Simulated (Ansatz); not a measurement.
C6H4Cl, doublet, geometry from GFN2-xTB; REVPBE/6-31G* (Ansatz, a program for electronic structure).

Here is a job for Ansatz.
Ansatz 0.2 input:
```yaml
crystal:
  periodic: [false, false, false]
  atoms:
    - {symbol: Cl, position_ang: [2.17707795, -0.59186066, -0.07287603]}
    - {symbol: C, position_ang: [0.50023639, -0.17243290, -0.01705588]}
    - {symbol: C, position_ang: [-0.48883787, -1.11094394, 0.00575257]}
    - {symbol: C, position_ang: [-1.81874951, -0.82869910, 0.04959381]}
    - {symbol: C, position_ang: [-2.19414529, 0.51478800, 0.07275027]}
    - {symbol: C, position_ang: [-1.21960146, 1.49667423, 0.05076455]}
    - {symbol: C, position_ang: [0.12400632, 1.17097695, 0.00612591]}
    - {symbol: H, position_ang: [-2.56464478, -1.60823364, 0.06618220]}
    - {symbol: H, position_ang: [-3.24135024, 0.77563744, 0.10760126]}
    - {symbol: H, position_ang: [-1.50829135, 2.53741607, 0.06863703]}
    - {symbol: H, position_ang: [0.88650967, 1.93463183, -0.01111536]}
basis:
  gaussian:
    orbitals: 6-31G*
hamiltonian:
  xc: revpbe
magnetization: {spin_polarized: true, initial_magnetization: 1}
accuracy: high
```

### Question
Write the output that Ansatz gives for this input, abridged.

### Answer

```
Functional definition: revPBE
2708 factors; integrals over basis functions are off by at most 3.9e-9 eV
mean field evaluation 1: about -18794.0572 eV, gradient 4.0e1 eV
mean field evaluation 2: about -18782.6521 eV, gradient 6.2e1 eV
mean field evaluation 4: about -18802.4799 eV, gradient 9.3e0 eV
mean field evaluation 8: about -18802.9533 eV, gradient 3.1e-1 eV
mean field evaluation 16: about -18802.9539 eV, gradient 4.1e-4 eV
mean field -18802.95391430 eV, -690.9958112507 hartree, gradient 5.2e-8 eV, S^2 0.756823; 0 other end points of the search recorded, 0 dependent functions left out
reference -18802.95391769 eV, -690.9958113750 hartree; 29, 28 occupied and 88, 89 virtual orbitals, 2708 factors
Total energy: -18802.95391769 eV, -690.9958113750 hartree
```
